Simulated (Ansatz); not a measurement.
Species: [W(NH2)6] (charge 0, multiplicity 1).

Problem. Give a relaxed geometry from Ansatz (an electronic-structure program) with PBE-D3(BJ)/def2-SVP.

Solution. One answer among several that fit: the end point of this relaxation, one of several conformers.
Z-matrix (Å, degrees):
```
W
N 1 2.0149
H 2 1.0233 1 122.57
H 2 1.0242 3 111.05 1 -167.08
N 1 2.0149 2 113.21 3 82.45
H 5 1.0234 1 122.59 2 82.30
H 5 1.0242 6 111.05 1 -167.13
N 1 2.0149 2 87.31 3 6.18
H 8 1.0233 1 122.57 2 -81.25
H 8 1.0242 9 111.05 1 -167.10
N 1 2.0150 2 154.12 3 -137.59
H 11 1.0234 1 122.58 2 -137.60
H 11 1.0242 12 111.06 1 -167.05
N 1 2.0150 2 87.31 3 -81.25
H 14 1.0233 1 122.58 2 6.17
H 14 1.0242 15 111.05 1 -167.12
N 1 2.0150 2 78.50 3 164.42
H 17 1.0234 1 122.59 2 164.29
H 17 1.0243 18 111.05 1 -167.11
```
